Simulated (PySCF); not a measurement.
# Rhenium: a sound run and one with changed settings

Sound run: Re²⁺ [Xe] 4f14 5d5, Re³⁺ [Xe] 4f14 5d4. Calculation: PySCF 2.14, in cc-pVTZ-PP with ECP60MDF (5s5p4d2f1g, 63 functions); a scalar-relativistic core potential. The sound run starts from symmetry-adapted Hartree-Fock orbitals and uses a fine grid where one is needed.

Changed run: initial guess atom, at most 2 SCF cycles. This setting is unsound on purpose.

```tsv
species	method	sound run (hartree)	changed run (hartree)	converged
Re²⁺	UHF	-77.04228	-77.02465	no
Re²⁺	M06-L	-77.62058	-77.51597	no
Re²⁺	LDA	-77.38551	-77.25117	no
Re³⁺	UHF	-76.04110	-76.02389	no
Re³⁺	M06-L	-76.58963	-76.49826	no
Re³⁺	LDA	-76.33583	-76.22316	no
```

The SCF was stopped early; the energies are upper bounds that still move, and correlated levels were skipped or rest on poor orbitals.
